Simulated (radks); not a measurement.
Problem. All-electron atom: W13+ in [Kr] 4d10 4f11 5s2 6s2 (not the ground configuration). Calculated with a radial shooting solver on a logarithmic mesh with Libxc functionals: Dirac Kohn-Sham, PBE, spin-unpolarised, spherical densities, finite nucleus; open shells fill j = l - 1/2 first; Fermi nuclear charge, rms radius 5.3658 fm. Some entries of the table are withheld. Estimate them.

| orbital | occ. | eigenvalue (eV) | <r^2> (bohr^2) |
|---|---|---|---|
| 1s1/2 | 2 | -69669.46 | (1) |
| 2s1/2 | 2 | -12262.06 | 0.007063 |
| 2p1/2 | 2 | -11741.53 | 0.005042 |
| 2p3/2 | 4 | -10388.71 | 0.006242 |
| 3s1/2 | 2 | -3050.862 | (2) |
| 3p1/2 | 2 | (3) | 0.04229 |
| 3p3/2 | 4 | (4) | 0.04886 |
| 3d3/2 | 4 | -2133.617 | (5) |
| 3d5/2 | 6 | -2069.953 | (6) |
| 4s1/2 | 2 | -855.3319 | 0.2244 |
| 4p1/2 | 2 | (7) | 0.2303 |
| 4p3/2 | 4 | (8) | 0.2630 |
| 4d3/2 | 4 | (9) | 0.2798 |
| 4d5/2 | 6 | (10) | 0.2911 |
| 5s1/2 | 2 | -321.4537 | 0.9798 |
| 4f5/2 | 6 | -313.3410 | 0.3350 |
| 4f7/2 | 5 | -310.6464 | 0.3414 |
| 6s1/2 | 2 | -169.1432 | 3.141 |

Solution. 
(1) 1s1/2 <r^2> (bohr^2): 0.0004632
(2) 3s1/2 <r^2> (bohr^2): 0.04610
(3) 3p1/2 eigenvalue (eV): -2818.474
(4) 3p3/2 eigenvalue (eV): -2525.760
(5) 3d3/2 <r^2> (bohr^2): 0.03788
(6) 3d5/2 <r^2> (bohr^2): 0.03968
(7) 4p1/2 eigenvalue (eV): -758.4493
(8) 4p3/2 eigenvalue (eV): -688.9102
(9) 4d3/2 eigenvalue (eV): -529.0394
(10) 4d5/2 eigenvalue (eV): -515.9082
